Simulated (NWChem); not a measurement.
System: SiH$_{3}$O cation; SMILES [OH+]=[SiH2]

The following NWChem deck was run.

```
start job
memory heap 200 mb stack 900 mb global 1100 mb
charge 1
geometry units angstroms noautoz
  O     -0.151604    -1.089374     0.000000
  Si    -0.050471     0.495105     0.000000
  H      0.569462    -1.745977     0.000000
  H      1.255118     1.175440     0.000000
  H     -1.355214     1.162261     0.000000
end
basis spherical
  * library aug-pcseg-1
end
dft
  xc xpbe96 cpbe96
  iterations 150
  mulliken
end
task dft energy
```

Output (shortened):

```
             Northwest Computational Chemistry Package (NWChem) 7.3.0
             --------------------------------------------------------

 CS  symmetry detected

                             Geometry "geometry" -> ""
                             -------------------------

 Output coordinates in angstroms (scale by  1.889725989 to convert to a.u.)

  No.       Tag          Charge          X              Y              Z
 ---- ---------------- ---------- -------------- -------------- --------------
    1 O                    8.0000    -0.06986332    -1.04356293     0.00000000
    2 Si                  14.0000    -0.00482670     0.54280771     0.00000000
    3 H                    1.0000     0.66596317    -1.68358094     0.00000000
    4 H                    1.0000     1.28493635     1.25268772     0.00000000
    5 H                    1.0000    -1.32441917     1.18008876     0.00000000

 Effective nuclear repulsion energy (a.u.)      58.7208897514

      Symmetry information
      --------------------

 Group name             Cs
 Group number              2
 Group order               2
 No. of unique centers     5

  pbe96 is a nonlocal functional; adding pw91lda local functional.

                                 NWChem DFT Module
                                 -----------------

 Summary of "ao basis" -> "ao basis" (spherical)
 ------------------------------------------------------------------------------
       Tag                 Description            Shells   Functions and Types
 ---------------- ------------------------------  ------  ---------------------
 O                        aug-pcseg-1                9       23   4s3p2d
 Si                       aug-pcseg-1               11       27   5s4p2d
 H                        aug-pcseg-1                5        9   3s2p

      Symmetry analysis of basis
      --------------------------

        a'         56
        a"         21

            General Information
            -------------------
          SCF calculation type: DFT
          Wavefunction type:  closed shell.
          No. of atoms     :     5
          No. of electrons :    24
           Alpha electrons :    12
            Beta electrons :    12
          Charge           :     1
          Spin multiplicity:     1
          Use of symmetry is: on ; symmetry adaption is: on
          Maximum number of iterations: 150
          AO basis - number of functions:    77
                     number of shells:    35
          Convergence on energy requested:  1.00D-06
          Convergence on density requested:  1.00D-05
          Convergence on gradient requested:  5.00D-04

              XC Information
              --------------
          PerdewBurkeErnzerhof Exchange Functional  1.000
            Perdew 1991 LDA Correlation Functional  1.000 local
           PerdewBurkeErnz. Correlation Functional  1.000 non-local

             Grid Information
             ----------------
          Grid used for XC integration:  medium
          Radial quadrature: Mura-Knowles
          Angular quadrature: Lebedev.
          Tag              B.-S. Rad. Rad. Pts. Rad. Cut. Ang. Pts.
          ---              ---------- --------- --------- ---------
          O                   0.60       49          12.0       434
          Si                  1.10       88          14.0       590
          H                   0.35       45          15.0       434
          Grid pruning is: on
          Number of quadrature shells:   272
          Spatial weights used:  Erf1

      Superposition of Atomic Density Guess
      -------------------------------------

 Sum of atomic energies:        -365.04022403

 Renormalizing density from      25.00 to     24

      Non-variational initial energy
      ------------------------------

 Total energy =    -356.153040
 1-e energy   =    -596.298257
 2-e energy   =     181.424327
 HOMO         =      -0.757914
 LUMO         =      -0.418552

      Symmetry analysis of molecular orbitals - initial
      -------------------------------------------------

  Numbering of irreducible representations:

     1 a'          2 a"

  Orbital symmetries:

     1 a'          2 a'          3 a'          4 a'          5 a'
     6 a"          7 a'          8 a'          9 a'         10 a"
    11 a'         12 a'         13 a"         14 a'         15 a'
    16 a'         17 a'         18 a'         19 a'         20 a"
    21 a"         22 a'

     ---------------------------------------------
      Total Density - Mulliken Population Analysis
     ---------------------------------------------

    Atom       Charge   Shell Charges
 -----------   ------   -------------------------------------------------------
    1 O    8     9.15   2.00  1.00  0.78  0.05  3.57  1.59  0.16  0.01 -0.01
    2 Si  14    13.09   2.00  2.02  1.19 -0.01  0.06  6.04  1.46  0.14  0.03  0.15  0.01
    3 H    1     0.42   0.46 -0.09 -0.01  0.05  0.00
    4 H    1     0.72   0.60  0.11 -0.02  0.01  0.01
    5 H    1     0.63   0.61  0.10 -0.10  0.01  0.00

   convergence    iter        energy       DeltaE   RMS-Dens  Diis-err
 ---------------- ----- ----------------- --------- --------- ---------
 d= 0,ls=0.0,diis     1   -365.7594392703 -4.24D+02  8.20D-02  2.38D+00
 d= 0,ls=0.0,diis     2   -363.9041937085  1.86D+00  7.54D-02  1.52D+01
 d= 0,ls=0.0,diis     3   -365.9345046335 -2.03D+00  9.97D-03  2.78D-01
 d= 0,ls=0.0,diis     4   -365.9688003462 -3.43D-02  3.12D-03  1.48D-02
 d= 0,ls=0.0,diis     5   -365.9708606230 -2.06D-03  4.75D-04  8.27D-04
  Resetting Diis
 d= 0,ls=0.0,diis     6   -365.9709839576 -1.23D-04  7.64D-05  2.91D-05
 d= 0,ls=0.0,diis     7   -365.9709872659 -3.31D-06  6.28D-05  1.71D-06
 d= 0,ls=0.0,diis     8   -365.9709864289  8.37D-07  3.51D-05  1.01D-05
 d= 0,ls=0.0,diis     9   -365.9709875234 -1.09D-06  7.50D-06  9.73D-08
 d= 0,ls=0.0,diis    10   -365.9709875432 -1.99D-08  4.17D-07  9.37D-10

         Total DFT energy =     -365.970987543246
      One electron energy =     -615.916497649986
           Coulomb energy =      221.314899972074
    Exchange-Corr. energy =      -30.090279616749
 Nuclear repulsion energy =       58.720889751415

 Numeric. integr. density =       24.000004662122

                  Occupations of the irreducible representations
                  ----------------------------------------------

                     irrep           alpha         beta
                     --------     --------     --------
                     a'               10.0         10.0
                     a"                2.0          2.0

                       DFT Final Molecular Orbital Analysis
                       ------------------------------------

 Vector   10  Occ=2.000000D+00  E=-6.164765D-01  Symmetry=a'
              MO Center= -3.7D-01,  7.2D-02, -8.8D-16, r^2= 2.2D+00
   Bfn.  Coefficient  Atom+Function         Bfn.  Coefficient  Atom+Function
  ----- ------------  ---------------      ----- ------------  ---------------
    32      0.405644  2 Si px                 5      0.301563  1 O  px
    69     -0.302841  5 H  s                  6      0.270892  1 O  py
    33     -0.212698  2 Si py                 8      0.189891  1 O  px
    27     -0.185230  2 Si s                  4      0.172010  1 O  s
    29     -0.156880  2 Si px                 9      0.137000  1 O  py

 Vector   11  Occ=2.000000D+00  E=-5.882694D-01  Symmetry=a"
              MO Center= -3.7D-02, -8.6D-01, -5.5D-16, r^2= 9.2D-01
   Bfn.  Coefficient  Atom+Function         Bfn.  Coefficient  Atom+Function
  ----- ------------  ---------------      ----- ------------  ---------------
     7      0.606647  1 O  pz                10      0.410733  1 O  pz
    34      0.247948  2 Si pz                31     -0.097563  2 Si pz
    42     -0.062428  2 Si d -1              13      0.051030  1 O  pz
    20      0.025750  1 O  d -1

 Vector   12  Occ=2.000000D+00  E=-5.627513D-01  Symmetry=a'
              MO Center=  8.7D-02,  5.2D-02,  4.5D-17, r^2= 2.6D+00
   Bfn.  Coefficient  Atom+Function         Bfn.  Coefficient  Atom+Function
  ----- ------------  ---------------      ----- ------------  ---------------
     5      0.403918  1 O  px                32     -0.321206  2 Si px
    60     -0.305541  4 H  s                  8      0.274233  1 O  px
    69      0.226120  5 H  s                  6      0.204819  1 O  py
     3     -0.173252  1 O  s                 33     -0.145491  2 Si py
     9      0.122501  1 O  py                61     -0.114230  4 H  s

 Vector   13  Occ=0.000000D+00  E=-3.655642D-01  Symmetry=a"
              MO Center=  1.3D-03,  5.4D-01,  3.5D-15, r^2= 2.3D+00
   Bfn.  Coefficient  Atom+Function         Bfn.  Coefficient  Atom+Function
  ----- ------------  ---------------      ----- ------------  ---------------
    34      0.811155  2 Si pz                37      0.283279  2 Si pz
     7     -0.276631  1 O  pz                31     -0.253150  2 Si pz
    10     -0.240094  1 O  pz                13     -0.068332  1 O  pz
    42      0.057514  2 Si d -1              77      0.049880  5 H  pz
    68      0.049176  4 H  pz

 Vector   14  Occ=0.000000D+00  E=-2.719021D-01  Symmetry=a'
              MO Center=  1.1D-01,  2.8D-01, -1.7D-15, r^2= 3.7D+00
   Bfn.  Coefficient  Atom+Function         Bfn.  Coefficient  Atom+Function
  ----- ------------  ---------------      ----- ------------  ---------------
    27      2.184802  2 Si s                  4     -0.950338  1 O  s
    61     -0.671649  4 H  s                 70     -0.614564  5 H  s
     3     -0.449332  1 O  s                 36     -0.407538  2 Si py
    26      0.346122  2 Si s                 52      0.329865  3 H  s
    28      0.284105  2 Si s                 25     -0.251067  2 Si s

[...]
```

Level: PBE/aug-pcseg-1. Coordinates come from a B3LYP/6-31G* (spherical d) optimisation.
